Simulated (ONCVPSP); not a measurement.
## Transferability test, ONCV potential for carbon (C)

* Element: carbon
* Generator: ONCVPSP 4.0.1
* Type: optimised norm-conserving Vanderbilt (ONCV)
* Functional: BLYP
* Relativity: fully relativistic
* Frozen core: [He]
* Valence charge: 4
* Reference configuration: 2s2 2p0.5 (charge +1.5)
* Partial waves: 2s: rc 1.15 bohr, ncon 4, nbas 9, qcut 6.7 1/bohr, local; 2p: rc 2.30 bohr, ncon 4, nbas 7, qcut 4.7 1/bohr, 2 projectors, debl 2.7 Ha
* Local potential: the s channel
* Core correction: Teter function, fcfact 4.75, rcfact 1.2

Open shells are filled in proportion to 2j + 1.

Energies are relative to the spin-unpolarised reference configuration 2s2 2p0.5; without spin polarisation the order of configurations can differ from experiment.

```json
{"valence configuration": "2s2 2p2", "charge": "0", "ΔE all-electron (eV)": "-21.062", "error AE − PS (meV)": "+343"}
{"valence configuration": "2s2 2p1", "charge": "+1", "ΔE all-electron (eV)": "-10.233", "error AE − PS (meV)": "+67"}
{"valence configuration": "2s2 2p0", "charge": "+2", "ΔE all-electron (eV)": "13.942", "error AE − PS (meV)": "+106"}
{"valence configuration": "2s2 2p1.5", "charge": "+0.5", "ΔE all-electron (eV)": "-17.120", "error AE − PS (meV)": "+207"}
```

Levels in the configuration 2s2 2p0:

| level | all-electron (eV) | pseudo (eV) |
| --- | --- | --- |
| 2s j=1/2 | -40.300 | -40.058 |
